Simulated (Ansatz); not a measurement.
Species: C₆H₁₁ (charge 0, doublet). It need not be the lowest isomer of its formula. 
Geometry from a B3LYP-D3(BJ)/def2-TZVP (Ansatz, a quantum-chemistry and plane-wave program) optimisation:
SMILES: [CH]=C(C)CCC
```xyz
17

C      2.6114    -0.0589    -0.6111
C      1.1173     0.2358    -0.7093
C      0.3488    -0.2431     0.5272
C     -1.1401     0.0611     0.4785
C     -1.6847     0.9022     1.3210
C     -1.9426    -0.6532    -0.5801
H      3.0530     0.4335     0.2585
H      3.1440     0.2899    -1.4976
H      2.7952    -1.1314    -0.5121
H      0.7114    -0.2407    -1.6050
H      0.9565     1.3107    -0.8299
H      0.4771    -1.3273     0.6315
H      0.7850     0.2126     1.4188
H     -1.3601     1.5182     2.1455
H     -3.0030    -0.4249    -0.4926
H     -1.8084    -1.7354    -0.4926
H     -1.6116    -0.3682    -1.5815
```
Charge 0, spin multiplicity 2.

Property: atomisation energy (electronic, to ground-state atoms), in kJ/mol. Correlated levels leave the core frozen unless marked. Open shells are spin-unrestricted. Spin-orbit coupling is left out. Non-relativistic. The coupled-cluster limit lacks core correlation, which all-electron functionals hold. CBS marks a two-point X^-3 extrapolation of the correlation energy; Hartree-Fock from the larger set. [CCSD(T)-MP2]/basis is that difference in the basis named.

```
level       program  atomisation energy (kJ/mol)
----------  -------  ---------------------------
HF/cc-pVTZ   Ansatz                       5170.7
```

Q: Estimate the value at RI-MP2/CBS(cc-pVTZ,cc-pVQZ)+[CCSD(T)-MP2]/cc-pVTZ as computed with Ansatz.

A: 6802.4 kJ/mol, so HF/cc-pVTZ differs from it by -1631.7 kJ/mol.
